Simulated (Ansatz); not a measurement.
This triplet is an excited state, 2.56 eV above the relaxed singlet at the level frozen-core CCSD(T)/cc-pVTZ // PBE0-D3(BJ)/def2-TZVP (Ansatz, an electronic-structure program).

A geometry relaxed with Ansatz with PBE0-D3(BJ)/def2-TZVP, charge 0, multiplicity 3:

```xyz
6

H      1.8848    -0.4000    -0.0480
C      0.2909     0.4289     0.6080
N     -0.8382    -0.1738     0.1027
O      1.4793     0.4797    -0.0131
H     -1.3241    -0.7738     0.7546
H     -1.4926     0.4389    -0.3743
```

Question: Write the SMILES of this molecule.

Answer: `N[C]O`
